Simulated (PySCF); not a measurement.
# Dipole response of Sn⁻ (tin, charge -1)

[Kr] 4d10 5s2 5p3, high-spin 4S determinant. All numbers are calculated (PySCF 2.14, a scalar-relativistic core potential, in aug-cc-pVDZ-PP with ECP28MDF). Coupled (time-dependent) response in atomic units; α is the mean over directions. A double-zeta set is small for polarisabilities.

```json
{"method": "UHF", "mean α (bohr³)": "132.6", "C₆ (like pair)": "2197", "S(−4)": "7425"}
{"method": "M06-2X", "mean α (bohr³)": "148.2", "C₆ (like pair)": "2442", "S(−4)": "10010"}
```

S(−4) is the Cauchy moment in α(ω) = α(0) + S(−4) ω² + …

α(iu) at M06-2X:

| u (hartree) | α(iu) (bohr³) |
| --- | --- |
| 0 | 148.2 |
| 0.0500 | 128.2 |
| 0.100 | 96.55 |
| 0.200 | 55.43 |
| 0.300 | 34.57 |
| 0.500 | 16.56 |
| 0.750 | 8.535 |
| 1.00 | 5.188 |
| 1.50 | 2.500 |
| 2.00 | 1.464 |
| 3.00 | 0.6769 |
| 5.00 | 0.2511 |

A single London oscillator, α(iu) = α/(1 + u²/ω²), gives C₆ = (3/4) ω α². Matching the computed C₆ needs ω = 4 × 2442 / (3 × 148.2²) = 0.148 hartree.

For an ion, C₆ is the dispersion term alone; charge-induced terms of lower order in 1/R come first.

Energies and moments cover only the electrons outside the core potential.
